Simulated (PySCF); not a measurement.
This PySCF input asks for the NMR shieldings of 1,2,3,4-tetrafluorobenzene (F-1,4) (SMILES FC1=C(F)C=CC(F)=C1F); the geometry comes from PBE0-D3(BJ)/def2-SVP.

```python
import basis_set_exchange as bse
import numpy as np
from pyscf import gto, dft
from pyscf.prop import nmr

atoms = """
F     1.228811    2.418056    0.065410
C     0.595031    1.254486    0.025951
C    -0.784019    1.193804   -0.109147
C    -1.422567   -0.045383   -0.146107
C    -0.676849   -1.210401   -0.046916
F    -1.261033   -2.399627   -0.079120
C     0.711393   -1.154368    0.089002
F     1.424457   -2.261465    0.184326
C     1.349079    0.083789    0.124698
F     2.661809    0.143097    0.251545
H    -1.345820    2.125790   -0.184575
H    -2.505479   -0.122629   -0.252179
"""
names = dict.fromkeys(["F", "C", "H"], "pcSseg-1")
basis = {el: gto.basis.parse(bse.get_basis(n, elements=[el], fmt="nwchem")) for el, n in names.items()}
mol = gto.M(atom=atoms, basis=basis, charge=0, verbose=0)
mf = dft.RKS(mol, xc="PBE")
mf.grids.level = 2
mf.grids.alignment = dft.numint.BLKSIZE   # the property module wants whole blocks of grid points
mf.conv_tol = 1e-9
mf.kernel()

calc = nmr.RKS(mf)   # GIAO
sigma = calc.kernel()   # uncoupled for a functional without exact exchange
for i, s in enumerate(sigma):   # ppm
    w = np.linalg.eigvalsh((s + s.T) / 2)
    print("%2d %-2s iso %8.1f  s11 %8.1f  s22 %8.1f  s33 %8.1f" % (i, mol.atom_pure_symbol(i), w.mean(), *w))
```

Q: Give the expected output.

A: 
```
 0 F  iso    299.4  s11    231.5  s22    253.1  s33    413.6
 1 C  iso     25.6  s11    -27.7  s22     21.2  s33     83.3
 2 C  iso     68.6  s11    -11.2  s22     54.4  s33    162.4
 3 C  iso     68.7  s11    -11.0  s22     54.6  s33    162.4
 4 C  iso     25.8  s11    -27.2  s22     21.1  s33     83.4
 5 F  iso    299.5  s11    231.4  s22    253.4  s33    413.7
 6 C  iso     31.8  s11     -1.9  s22      8.0  s33     89.3
 7 F  iso    321.5  s11    234.1  s22    264.1  s33    466.3
 8 C  iso     31.7  s11     -2.2  s22      8.0  s33     89.3
 9 F  iso    321.3  s11    233.7  s22    263.9  s33    466.3
10 H  iso     24.5  s11     21.3  s22     25.3  s33     26.9
11 H  iso     24.5  s11     21.3  s22     25.4  s33     26.9
```

These numbers come from an equivalent density-fitted implementation of the same equations, which agrees with the script to about 0.01 ppm for H and up to a few tenths of a ppm for heavy atoms, so last digits may differ.

Q: Turn these shieldings into chemical shifts. References, each an isolated molecule treated in the same way: CFCl3 for 19F (σ = 144.73 ppm); 13C (σ = 180.03 ppm) and 1H (σ = 31.20 ppm) against TMS.

A: Averaging equivalent atoms: F 0/5: -154.7; F 7/9: -176.7; C 1/4: 154.4; C 6/8: 148.3; C 2/3: 111.4; H 10/11: 6.70 ppm. Unscaled 19F shifts against computed CFCl3 carry errors that often reach 10 to 50 ppm.

Size and cost of the density-fitted run: 180 basis functions, 30 s wall time on 1 thread of an Arm Neoverse V1, shared host.
